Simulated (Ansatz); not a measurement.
Ansatz (a quantum-chemistry and plane-wave program) input (B3LYP/STO-3G):

Ansatz 0.2 input:
```yaml
crystal:
  periodic: [false, false, false]
  atoms:
    - {symbol: C, position_ang: [2.20953200, 0.44407100, 0.27924700]}
    - {symbol: Si, position_ang: [0.83028300, -0.77653100, -0.13866800]}
    - {symbol: B, position_ang: [-0.98839900, 0.13118700, -0.03974800]}
    - {symbol: O, position_ang: [-1.15906800, 1.45339400, 0.28895500]}
    - {symbol: O, position_ang: [-2.10598000, -0.59695500, -0.31101100]}
    - {symbol: H, position_ang: [2.21815200, 1.28439000, -0.41934500]}
    - {symbol: H, position_ang: [3.18941300, -0.03331100, 0.22896700]}
    - {symbol: H, position_ang: [2.09085400, 0.84309700, 1.28966000]}
    - {symbol: H, position_ang: [1.05869700, -1.32305300, -1.50183800]}
    - {symbol: H, position_ang: [0.88654300, -1.91984300, 0.80936400]}
    - {symbol: H, position_ang: [-0.34322100, 1.92711100, 0.47204600]}
    - {symbol: H, position_ang: [-2.91921700, -0.07883300, -0.23779900]}
basis:
  gaussian:
    orbitals: STO-3G
hamiltonian:
  xc: {name: B3LYP}
output: {forces: true}
```

Output:

```
Functional definition: B3LYP
integrals: 0.01 GiB planned
477 factors; integrals over basis functions are off by at most 6.6e-5 eV
mean field: 0.11 GiB planned
mean field evaluation 1: about -13630.7697 eV, gradient 2.2e1 eV
mean field evaluation 2: about -13630.7022 eV, gradient 2.4e1 eV
mean field evaluation 4: about -13632.3379 eV, gradient 7.2e-1 eV
mean field evaluation 8: about -13632.2932 eV, gradient 3.1e-2 eV
mean field -13632.29319810 eV, -500.9775347299 hartree, gradient 2.3e-5 eV, S^2 0.000000; 0 other end points of the search recorded, 0 dependent functions left out
the calculation of the forces begins
reference -13632.29340398 eV, -500.9775422958 hartree; 24, 24 occupied and 12, 12 virtual orbitals, 477 factors
Total energy: -13632.29340398 eV, -500.9775422958 hartree
Atom 0 at     2.209532     0.444071     0.279247 Å, force    -0.263772    -0.302095    -0.097653 eV/Å
Atom 1 at     0.830283    -0.776531    -0.138668 Å, force    -0.857466    -0.692815    -0.242766 eV/Å
Atom 2 at    -0.988399     0.131187    -0.039748 Å, force     1.328331    -0.043983     0.087586 eV/Å
Atom 3 at    -1.159068     1.453394     0.288955 Å, force    -3.194840    -1.161957    -0.538009 eV/Å
Atom 4 at    -2.105980    -0.596955    -0.311011 Å, force     2.234184    -2.100101    -0.375863 eV/Å
Atom 5 at     2.218152     1.284390    -0.419345 Å, force     0.020338     0.179776    -0.093422 eV/Å
Atom 6 at     3.189413    -0.033311     0.228967 Å, force     0.234280    -0.082426    -0.003833 eV/Å
Atom 7 at     2.090854     0.843097     1.289660 Å, force     0.000698     0.111692     0.170251 eV/Å
Atom 8 at     1.058697    -1.323053    -1.501838 Å, force    -0.015431     0.325333     0.853907 eV/Å
Atom 9 at     0.886543    -1.919843     0.809364 Å, force     0.091697     0.696706    -0.584319 eV/Å
Atom 10 at    -0.343221     1.927111     0.472046 Å, force     2.756745     1.228893     0.522661 eV/Å
Atom 11 at    -2.919217    -0.078833    -0.237799 Å, force    -2.334765     1.840977     0.301461 eV/Å
Dipole moment:    -0.071268     0.340549     0.082627 e Å
```

The geometry given is a B3LYP-D3(BJ)/def2-TZVP minimum.
